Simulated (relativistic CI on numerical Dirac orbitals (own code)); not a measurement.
## Slater and spin-orbit integrals, Eu51+

Calculated at this level of theory: Dirac-Coulomb-Breit CI, separate exchange-only KLI orbitals for each configuration, a model potential for QED, unscaled Slater integrals (own radial code, finite nucleus).

Slater integrals F^k, G^k are unscaled and averaged over j, outside the closed core [Ne]; ζ comes from projecting the Hamiltonian with its Breit term on Σ l·s of the shell.

- 3s 3p: G^1(3s,3p) = 568000, ζ(3p) = 931560 cm⁻¹; <r>(3s) = 0.224, <r^2>(3s) = 0.05725, <r>(3p) = 0.2174, <r^2>(3p) = 0.05463 (bohr units).
- 3p2: F^2(3p,3p) = 450870, ζ(3p) = 931360 cm⁻¹; <r>(3p) = 0.2175, <r^2>(3p) = 0.05472 (bohr units).
- 3s 3d: G^2(3s,3d) = 350250, ζ(3d) = 126880 cm⁻¹; <r>(3s) = 0.2241, <r^2>(3s) = 0.05731, <r>(3d) = 0.1912, <r^2>(3d) = 0.04208 (bohr units).

Averages of the first 10 configurations, taken without configuration mixing, which lowers the lowest level and can move excited configurations by several eV; other configurations of the list can lie among them:

```json
{"Configuration": "3s2", "Parity": "even", "States": "1", "Average energy above the lowest level (eV)": "4.0"}
{"Configuration": "3s 3p", "Parity": "odd", "States": "12", "Average energy above the lowest level (eV)": "236.1"}
{"Configuration": "3p2", "Parity": "even", "States": "15", "Average energy above the lowest level (eV)": "487.7"}
{"Configuration": "3s 3d", "Parity": "even", "States": "20", "Average energy above the lowest level (eV)": "485.1"}
{"Configuration": "3d2", "Parity": "even", "States": "45", "Average energy above the lowest level (eV)": "976.9"}
{"Configuration": "3p 3d", "Parity": "odd", "States": "60", "Average energy above the lowest level (eV)": "728.5"}
{"Configuration": "3p 4s", "Parity": "odd", "States": "12", "Average energy above the lowest level (eV)": "2411.7"}
{"Configuration": "3d 4s", "Parity": "even", "States": "20", "Average energy above the lowest level (eV)": "2650.0"}
{"Configuration": "3s 4s", "Parity": "even", "States": "4", "Average energy above the lowest level (eV)": "2167.0"}
{"Configuration": "3s 4p", "Parity": "odd", "States": "12", "Average energy above the lowest level (eV)": "2269.2"}
```
